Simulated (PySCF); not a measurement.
Species: Si(CCH)2Cl2, C4H2Cl2Si.
InChI=1S/C4H2Cl2Si/c1-3-7(5,6)4-2/h1-2H

The closed-shell ground state was solved at several levels (PySCF, density fitting, gas phase, non-relativistic). Geometry: PBE0-D3(BJ)/def2-SVP; no solvent, vibrations or thermal averaging.

```json
{"level": "B3LYP/pcSseg-1", "basis functions": "150", "HOMO (eV)": "-8.39", "LUMO (eV)": "-1.47", "gap (eV)": "6.92", "dipole (D)": "2.54"}
{"level": "PBE0/def2-SVPD", "basis functions": "174", "HOMO (eV)": "-8.67", "LUMO (eV)": "-1.37", "gap (eV)": "7.30", "dipole (D)": "2.41"}
```

Estimate the row for PBE0/pcSseg-1, a basis of 150 functions; the other rows only guide the guess.

HOMO -8.68 eV, LUMO -1.34 eV, gap 7.34 eV, dipole 2.63 D.

Over all these levels, which gives the widest orbital gap and which the narrowest?

PBE0/pcSseg-1 (global hybrid, 25 % exact exchange) has the widest, 7.34 eV, and B3LYP/pcSseg-1 (global hybrid, 20 % exact exchange) the narrowest, 6.92 eV. The two share the basis. From the narrowest to the widest the HOMO moves by -0.29 eV and the LUMO by +0.13 eV.

How far do the dipole and the HOMO energy spread over the levels?

The dipole runs from 2.41 to 2.63 D (mean 2.52 D) and the HOMO from -8.68 to -8.39 eV.
